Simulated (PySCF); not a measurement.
Job for PySCF: R-M06-2X/6-31G* on CH10Si2 (a complex), monomers drawn apart or pushed together.

```python
from pyscf import gto, scf, dft, mp
from pyscf.data.elements import chemcore

mol = gto.M(
    atom='''
    C     0.05535167   -0.12600641    0.04638941
    H    -0.37250102   -1.04826816    0.43674512
    H    -0.53475486    0.72179821    0.39153250
    H     1.07997198   -0.02251147    0.39980190
    H     0.04670512   -0.15459481   -1.04226216
    Si    1.02338584    0.53494832    5.72547268
    Si   -1.16209981   -0.21472430    5.32911467
    H     1.75169385   -0.44333590    6.56999030
    H     0.99395502    1.83869600    6.43263310
    H     1.76307997    0.70413999    4.45245981
    H    -1.14524626   -1.52618535    4.63800920
    H    -1.90243993    0.75731657    4.48969346
    H    -1.88083470   -0.36976802    6.61783578
    ''',
    basis='6-31g*',
    cart=True,
    charge=0, spin=0, verbose=3, max_memory=1800)
mf = dft.RKS(mol, xc='m062x')
mf.conv_tol = 1e-8
mf.max_cycle = 100
mf.kernel()
if not mf.converged:
    mf = mf.newton().run(mf.mo_coeff, mf.mo_occ)
```

### Question
What total energy does the run end on?

### Answer
-622.9507 hartree.
